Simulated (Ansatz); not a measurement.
Dissociation curve of SMILES [BeH2] (H2Be), singlet. The Be1–H3 bond (Be1 also carries H; H3 carries nothing else) is stretched with both fragments frozen at the PBE0/def2-TZVP optimised geometry.

Computed with restricted BLYP/cc-pVTZ run with Ansatz (a first-principles code).

The batch members p0 to p11 hold the bond at 0.99, 1.06, 1.12, 1.19, 1.25, 1.33, 1.34, 1.39, 1.43, 1.49, 1.56, 1.65 Å.

Ansatz input:

Ansatz 0.2 input:
```yaml
# input.yaml
basis:
  gaussian: { orbitals: cc-pvtz }
hamiltonian:
  xc: blyp
batch:
  members: [p0.yaml, p1.yaml, p2.yaml, p3.yaml, p4.yaml, p5.yaml, p6.yaml, p7.yaml, p8.yaml, p9.yaml, p10.yaml, p11.yaml]

# p6.yaml, one of the 12 members of this batch
crystal:
  periodic: [false, false, false]
  atoms:
    - { symbol: Be, position_ang: [0.0, 0.0, 0.0] }
    - { symbol: H, position_ang: [-0.00006117, -0.00009789, -1.338744] }
    - { symbol: H, position_ang: [0.0, 0.0, 1.34] }
total_charge: 0
magnetization:
  spin_polarized: false
```

Lines of the output on each member:

```
Member 2: Total energy: -432.18439978 eV, -15.8824837470 hartree
Member 3: Total energy: -432.45682311 eV, -15.8924951195 hartree
Member 0: Total energy: -431.16232099 eV, -15.8449230442 hartree
Member 1: Total energy: -431.81162580 eV, -15.8687845558 hartree
Member 5: Total energy: -432.63640355 eV, -15.8990945789 hartree
Member 4: Total energy: -432.58316227 eV, -15.8971379982 hartree
Member 6: Total energy: -432.63557311 eV, -15.8990640609 hartree
Member 7: Total energy: -432.61098646 eV, -15.8981605180 hartree
Member 8: Total energy: -432.57005473 eV, -15.8966563047 hartree
Member 9: Total energy: -432.48019570 eV, -15.8933540465 hartree
Member 10: Total energy: -432.34198042 eV, -15.8882747286 hartree
Member 11: Total energy: -432.12722894 eV, -15.8803827571 hartree
```

The restricted form behind RKS-BLYP keeps the bonding electrons paired and can't separate into open-shell fragments.
